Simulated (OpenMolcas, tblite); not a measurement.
## A ladder of methods for SiCl2OF (SMILES [O][Si](F)(Cl)Cl)

SiCl2OF has 5 atoms, charge 0, and is taken as a doublet. SMILES: `[O][Si](F)(Cl)Cl`. The coordinates come from a PBE0-D4/def2-TZVP relaxation.

```xyz
5

O     1.2052   -1.1209    0.3510
Si    0.0020   -0.0373    0.0719
F    -0.9445    0.1755    1.3111
Cl   -1.0886   -0.8158   -1.4285
Cl    0.8757    1.7250   -0.3470
```

Each level gives the vertical ionisation energy (to the singlet cation) (eV). The values are calculated.

```csv
level,kind,program,value (eV)
IPEA1-xTB,semi-empirical,tblite,16.16
UHF/cc-pVDZ,Hartree–Fock,OpenMolcas,14.74
U-revPBE/cc-pVDZ,GGA,OpenMolcas,12.06
UTPSS/cc-pVDZ,meta-GGA,OpenMolcas,12.28
UB3LYP/cc-pVDZ,global hybrid,OpenMolcas,12.91
```

The values span 12.06 to 16.16 eV. The xTB values lack the empirical shift that such differences need.
